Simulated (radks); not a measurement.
Values are calculated unless marked as measured or tabulated.
All-electron atom: the thulium ion Tm3+ in [Xe] 4f12.

Code: a radial shooting solver on a logarithmic mesh with Libxc functionals. Model: Dirac Kohn-Sham, Wu-Cohen GGA, spin-unpolarised, spherical densities, finite nucleus; open shells fill j = l - 1/2 first; Fermi nuclear charge, rms radius 5.2256 fm.

Energy parts (Ry):
part                       energy
total                 -27156.0780
kinetic                30062.5469
electron-nucleus      -67151.5306
Hartree                10502.5043
exchange-correlation    -569.5987

Orbitals (lengths in bohr, moments of r in powers of bohr; <r^-3> diverges for s and p1/2; r(max) is where P^2 peaks):
orbital,occ.,eigenvalue (Ry),<r^4>,r(max),<1/r>,<r^-3>,small-component weight
1s1/2,2,-4353.341,8.086e-07,0.01261,79.05,-,6.68e-02
2s1/2,2,-736.1090,0.0001244,0.07209,19.05,-,1.50e-02
2p1/2,2,-701.9246,0.00007589,0.05402,19.03,-,1.50e-02
2p3/2,4,-629.8802,0.0001047,0.06035,16.42,12820,1.38e-02
3s1/2,2,-167.3595,0.004698,0.2035,6.977,-,4.84e-03
3p1/2,2,-152.2785,0.004202,0.1912,6.895,-,4.78e-03
3p3/2,4,-137.0696,0.005337,0.2043,6.226,2813,4.42e-03
3d3/2,4,-111.2637,0.003729,0.1611,6.113,480.2,4.31e-03
3d5/2,6,-107.9400,0.004013,0.1648,5.951,417.9,4.20e-03
4s1/2,2,-34.94357,0.1139,0.4647,2.922,-,1.56e-03
4p1/2,2,-28.87236,0.1272,0.4663,2.814,-,1.48e-03
4p3/2,4,-25.42803,0.1622,0.4943,2.582,637.3,1.34e-03
4d3/2,4,-15.42029,0.2225,0.4958,2.361,93.53,1.16e-03
4d5/2,6,-14.79222,0.2408,0.5048,2.305,79.91,1.12e-03
4f5/2,6,-2.67433,1.398,0.4899,1.763,12.44,7.08e-04
4f7/2,6,-2.58076,1.525,0.4952,1.737,11.88,6.91e-04
5s1/2,2,-6.15576,3.976,1.083,1.106,-,3.27e-04
5p1/2,2,-4.46330,6.391,1.175,0.9821,-,2.62e-04
5p3/2,4,-4.00222,8.441,1.258,0.9040,84.04,2.29e-04

The highest occupied level is 4f7/2 at -35.113 eV. For comparison, the ionisation energy in NIST's Atomic Spectra Database is 42.41 eV (semi-empirical). In exact Kohn-Sham theory the highest level is minus the ionisation energy, but local and semilocal functionals leave it too shallow, through self-interaction and a potential that decays too fast; potentials with the right tail come closer. The density falls to 0.001 e/bohr^3 at r = 3.10 bohr.

Beside tabulated values, note that spin-unpolarised runs miss the spin-polarisation part of the exchange energy of open shells.
